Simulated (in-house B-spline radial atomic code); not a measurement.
Fe²⁺ is squeezed into an impenetrable sphere of radius R (the orbitals vanish at R). Caution: exact exchange at fractional occupations of open shells leaves self-interaction of up to several eV. Computed with an all-electron radial atomic-structure program (B-spline basis): non-relativistic PBE0, spin-polarised, spherical fractional occupations, point nucleus.

Energies in eV above the free ion in [Ar] 3d6:

| R (bohr) | highest level (eV) | [Ar] 3d6 | [Ne] 3s2 3p5 3d7 | -dE/dV in [Ar] 3d6 (GPa) |
| --- | --- | --- | --- | --- |
| 8.37 | -21.5 | 2.307e-05 | 55.93 | 6.39e-05 |
| 5.71 | -21.5 | 0.00905 | 55.94 | 0.0534 |
| 5.37 | -21.4 | 0.01935 | 55.95 | 0.129 |
| 3.95 | -20.8 | 0.4545 | 56.43 | 5.57 |
| 3.52 | -20.1 | 1.186 | 57.25 | 18.5 |
| 3.26 | -19.2 | 2.135 | 58.3 | 39.4 |
| 2.43 | -11.9 | 15.78 | 73.27 | 600 |
| 2.19 | -6.4 | 30.16 | 88.7 | 1510 |
| 1.85 | 8.33 | 82.01 | 143.1 | 6390 |
| 1.5 | 42.8 | 257.1 | 322 | 33800 |

(1) Does [Ne] 3s2 3p5 3d7 fall below [Ar] 3d6 under compression?

The highest level is first positive in the row R = 1.85 bohr, pushed up by confinement above the zero of the free ion's potential. Each configuration is held fixed and needn't be the lowest in the sphere.

## Answers

(1) No, it stays above over the whole range.
